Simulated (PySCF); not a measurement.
**Electric field gradients and quadrupole coupling constants**

Compound: CH₁₄OSi₅.
SMILES with atom numbers: `[SiH3:1][O:2][CH2:3][Si@H:4]([SiH3:5])[SiH2:6][SiH3:7]` (hydrogens: H8, H9, H10 on Si1; H11, H12 on C3; H13 on Si4; H14, H15, H16 on Si5; H17, H18 on Si6; H19, H20, H21 on Si7)

Cartesian coordinates in Å at the GFN2-xTB level; atoms count from 1:
```
atom  x, y, z in Å
Si1    2.392    1.245    0.849
O2     1.221    0.270    0.293
C3     1.346   -1.065   -0.167
Si4   -0.378   -1.448   -0.908
Si5   -0.604   -0.063   -2.757
Si6   -1.825   -1.058    0.877
Si7   -1.725    1.086    1.749
H8     3.451    1.408   -0.152
H9     1.608    2.448    1.074
H10    2.996    0.695    2.067
H11    2.161   -1.133   -0.892
H12    1.615   -1.714    0.672
H13   -0.276   -2.865   -1.329
H14    0.376   -0.287   -3.827
H15   -1.924   -0.240   -3.371
H16   -0.496    1.356   -2.408
H17   -3.191   -1.372    0.415
H18   -1.615   -2.054    1.948
H19   -2.991    1.499    2.369
H20   -1.446    2.079    0.708
H21   -0.705    1.229    2.790
```

Field gradients from the PBE0/pcSseg-1 density (PySCF, non-relativistic), principal values in atomic units, ordered |Vxx| ≤ |Vyy| ≤ |Vzz|:

```
atom      Vxx      Vyy     Vzz
  O2  -0.5172  -1.2007  1.7179
```

Problem. Find the asymmetry η = (Vxx − Vyy)/Vzz and the couplings χ = eQV/h (234.96 MHz × Q in barn × V in au), with Q(17O) = −0.0256 b.

Solution. 
```json
{"atom": "O2", "environment": "silyl ether oxygen", "nucleus": "17O", "η": "0.40", "χzz (MHz)": "-10.33", "χxx (MHz)": "3.11", "χyy (MHz)": "7.22"}
```

Problem. What is Vzz at O2 in SI units (1 au = 9.71736 × 10²¹ V/m²)?

Solution. 1.7179 au = 16.693 × 10²¹ V/m².

Problem. And the gradient at the other heavy atoms, for which no coupling is worked out here?

Solution. 
```tsv
atom	environment	Vzz (au)	η
Si1	oxygen-bound silicon	0.500	0.24
C3	sp3 carbon bound to oxygen	0.448	0.18
Si4	SiH silicon	0.100	0.49
Si5	SiH3 silicon	-0.042	0.88
Si6	SiH2 silicon	0.079	0.96
Si7	SiH3 silicon	0.079	0.69
```

Were the hydrogens deuterons (Q(2H) = 0.00286 b), χzz would run from 103 kHz (H13) to 201 kHz (H11 and H12).

Geometry: GFN2-xTB, one conformer, isolated molecule. GFN2-xTB bond lengths can be off by several hundredths of an ångström, more for odd bonds, and the gradients follow them. A larger basis could move these couplings by a tenth or more.

These values come from a run that also computed NMR shieldings. Time: 2.9 min wall (grids of density and orbitals included); peak memory 1.0 GiB. Hardware: an Intel Xeon at 2.50 GHz with one thread, no GPU, shared host with 64 logical CPUs at a one-minute load of 59.
